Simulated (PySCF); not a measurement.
Compound: trifluorosilylphosphinidene F3Si-P, F₃PSi (triplet state).
Atom-mapped SMILES: `[F:1][Si:2]([F:3])([F:4])[P:5]`

Geometry (PBE0-D3(BJ)/def2-SVP, Å), atoms numbered from 1 in this order:
```
atom  x, y, z in Å
F1    -0.3993   -1.0480   -0.9473
Si2    0.2506    0.0728   -0.0010
F3    -0.0448    1.4970   -0.6778
F4    -0.5492    0.0397    1.3889
P5     2.4351   -0.2656    0.2928
```

Computed with UKS B3LYP, IGLO-III on F P Si, non-relativistic, mean-field spin-orbit, GIAO in PySCF. Geometry: PBE0-D3(BJ)/def2-SVP; no solvent, vibrations or thermal averaging. Stability of the SCF solution: not tested. No frequencies were computed at this geometry's level, so the symmetric structure isn't shown to be a minimum.

(1) Break the g tensor into its mass correction, gauge correction and orbital-Zeeman/spin–orbit terms.

(2) At 9.596 GHz, how far is the centre of the isotropic spectrum from where a free electron (g = 2.002319) resonates, zero-field splitting left aside?

(3) How much does each term add to the isotropic shift?

Results:

(1) 
```tsv
Δg (ppt)	1	2	3
relativistic mass correction	-0.17	-0.17	-0.17
gauge correction	0.04	0.02	0.02
orbital Zeeman/spin–orbit	0.00	5.62	5.62
total	-0.13	5.47	5.47
```

So g = 2.00219, 2.00779, 2.00779 and g_iso = 2.00592; the tensor is axial. Axes: g1 points within 1° of the Si2–P5 bond. With S = 1 there is also a zero-field splitting, D = +4.65 cm⁻¹, to set against the quantum of 0.317 cm⁻¹ at 9.5 GHz.

(2) B = hν/(g μB) with μB/h = 13.99624 MHz/mT gives 342.41 mT for the free electron and 341.79 mT at g_iso, 0.62 mT lower.

(3) The orbital-Zeeman/spin–orbit term 3.75, the mass correction -0.17 and the gauge correction 0.02 ppt, for a total of 3.60 ppt. The orbital-Zeeman/spin–orbit term is the largest in size. The mass correction is the same along every axis, so the anisotropy comes from the other two: their spans along these axes are 0.02 (gauge) and 5.62 ppt (orbital Zeeman/spin–orbit).

The Mulliken spin populations are largest on P5 (+1.92) and Si2 (+0.06). P5 is the only atom above +0.15.

The HOMO–LUMO gaps are 7.94 eV among the α and 4.47 eV among the β orbitals.
